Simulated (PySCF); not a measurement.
Magnetic shielding above rings: a mixed set.

NICS = −σ at a ghost point: NICS(0) at the centroid of the ring atoms, NICS(1) 1 Å to either side along the normal of their mean plane, zz for the tensor component along that normal. Level: GIAO PBE0/pcSseg-1 (PySCF, non-relativistic, gas phase) on the GFN2-xTB geometries, one conformer each. Atom numbers follow the mapped SMILES.

Question: Order these rings by mean NICS(1)zz, lowest (most negative) first (ppm).
A. ring C7–C8–C9 in `[CH3:1][CH2:2][CH2:3][P@:4]([CH3:5])(=[O:6])[CH:7]1[CH2:8][CH2:9]1`
B. ring P3–C4–C5–C6–C8 in `[CH2:1]=[CH:2][P@H+:3]1[CH2:4][CH:5]=[C:6]([SiH3:7])[CH2:8]1` (charge +1)
C. ring N2–C3–C4–C5–C7–C8 in `[O-:1][n+:2]1[cH:3][cH:4][c:5]([OH:6])[cH:7][cH:8]1`
D. ring N3–N4–C5–C6–N8 in `[CH3:1][CH2:2][n:3]1[n:4][cH:5][c:6]([Cl:7])[n:8]1`
E. ring P4–C6–C7–C8 in `[CH3:1][CH2:2][CH2:3][P@@:4]1(=[O:5])[CH2:6][CH2:7][C@H:8]1[CH3:9]`
F. ring C2–C3–C4–C5 in `[CH2:1]=[C:2]1[CH:3]=[CH:4][C:5]1=[CH2:6]`
G. ring C3–C4–P5–C6–P7–C8 in `[CH3:1][O:2][c:3]1[cH:4][p:5][cH:6][p:7][cH:8]1`

Answer: D (-31.0), A (-24.7), G (-23.5), C (-20.0), B (-3.8), E (0.7), F (2.9).

```json
{"SMILES": "CCn1ncc(Cl)n1", "ring": "5-membered ring with 3 N; formal bonds all aromatic", "NICS(0)": "-13.2", "NICS(1)": "-12.8", "NICS(1)zz": "-31.0", "HOMA": "0.99", "rms pucker (Å)": "0.00", "ring atoms with four or more neighbours": "0"}
{"SMILES": "CCC[P@](C)(=O)C1CC1", "ring": "3-membered carbocycle; formal bonds all single", "NICS(0)": "-45.4", "NICS(1)": "-9.2", "NICS(1)zz": "-24.7", "HOMA": "–", "rms pucker (Å)": "0.00", "ring atoms with four or more neighbours": "3"}
{"SMILES": "COc1cpcpc1", "ring": "6-membered ring with 2 P; formal bonds all aromatic", "NICS(0)": "-7.0", "NICS(1)": "-9.7", "NICS(1)zz": "-23.5", "HOMA": "0.93", "rms pucker (Å)": "0.00", "ring atoms with four or more neighbours": "0"}
{"SMILES": "[O-][n+]1ccc(O)cc1", "ring": "6-membered ring with N; formal bonds all aromatic", "NICS(0)": "-7.7", "NICS(1)": "-8.5", "NICS(1)zz": "-20.0", "HOMA": "0.96", "rms pucker (Å)": "0.00", "ring atoms with four or more neighbours": "0"}
{"SMILES": "C=C[P@H+]1CC=C([SiH3])C1", "ring": "5-membered ring with P; formal bonds 1 double, 4 single", "NICS(0)": "-3.0", "NICS(1)": "-3.8", "NICS(1)zz": "-3.8", "HOMA": "–", "rms pucker (Å)": "0.04", "ring atoms with four or more neighbours": "3"}
{"SMILES": "CCC[P@@]1(=O)CC[C@H]1C", "ring": "4-membered ring with P; formal bonds all single", "NICS(0)": "-4.0", "NICS(1)": "-2.7", "NICS(1)zz": "0.7", "HOMA": "–", "rms pucker (Å)": "0.12", "ring atoms with four or more neighbours": "4"}
{"SMILES": "C=C1C=CC1=C", "ring": "4-membered carbocycle; formal bonds 1 double, 3 single", "NICS(0)": "5.8", "NICS(1)": "-2.4", "NICS(1)zz": "2.9", "HOMA": "-0.78", "rms pucker (Å)": "0.00", "ring atoms with four or more neighbours": "0"}
```

NICS(0) gives another order. The isotropic NICS(1) gives another order. Over the 4 rings with a HOMA value its correlation coefficient with NICS(1)zz is -0.95. HOMA uses Krygowski's 1993 parameters; it is left out where a ring has a four-coordinate atom, a triple bond, no multiple bond or a kind of bond without parameters. NICS(1) and NICS(1)zz are means over the two faces.
